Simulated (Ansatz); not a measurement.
Sn₉Au⁺, relaxed as a singlet with RKS r2SCAN-D4/def2-SVP in Ansatz, starting from the GFN1-xTB geometry. Force threshold 0.03 eV/Å.

In the def2 sets Au, Sn take a core potential; there is no spin–orbit coupling. The structure comes from a short search, and lower isomers may exist.

Start:

```xyz
10

Au   -0.2971   -0.2374    2.7988
Sn    0.6073    2.0007   -1.0681
Sn   -0.6422   -0.2182   -2.7074
Sn   -0.8110   -0.3987    0.1906
Sn   -2.3979    1.5623   -1.0045
Sn   -0.2978   -2.7913   -1.1526
Sn    1.9154   -0.7074   -1.1638
Sn    1.1504   -2.1884    1.3030
Sn    1.7409    0.7948    1.3490
Sn   -0.9679    2.1837    1.4549
```

```json
{"step": "1", "energy (eV)": "-56202.4912", "largest force component (eV/Å)": "2.157", "SCF passes": "25"}
{"step": "2", "energy (eV)": "-56203.5608", "largest force component (eV/Å)": "0.405", "SCF passes": "30"}
{"step": "3", "energy (eV)": "-56203.6428", "largest force component (eV/Å)": "0.344", "SCF passes": "29"}
{"step": "4", "energy (eV)": "-56203.6876", "largest force component (eV/Å)": "0.141", "SCF passes": "29"}
{"step": "5", "energy (eV)": "-56203.7034", "largest force component (eV/Å)": "0.077", "SCF passes": "24"}
{"step": "6", "energy (eV)": "-56203.7066", "largest force component (eV/Å)": "0.106", "SCF passes": "26"}
{"step": "7", "energy (eV)": "-56203.7124", "largest force component (eV/Å)": "0.030", "SCF passes": "24"}
```

Force components are those of the run's own axes.

End:

Cartesian coordinates in Å:
```
Au -0.133 -0.158 2.750
Sn 0.612 2.117 -1.050
Sn -0.577 -0.183 -2.807
Sn -1.298 -0.634 0.197
Sn -2.471 1.675 -1.046
Sn -0.253 -2.915 -1.202
Sn 2.010 -0.775 -1.149
Sn 1.133 -2.299 1.371
Sn 2.037 0.936 1.411
Sn -1.059 2.235 1.526
```

Bonds lost: Sn2–Sn4, Sn4–Sn7, Sn4–Sn9 (atoms count from 1).

No frequencies were taken in this run, so the end may be a saddle point.

It took 3.8 min on 6 threads of AMD EPYC on a shared host, peak host memory 0.84 GiB.
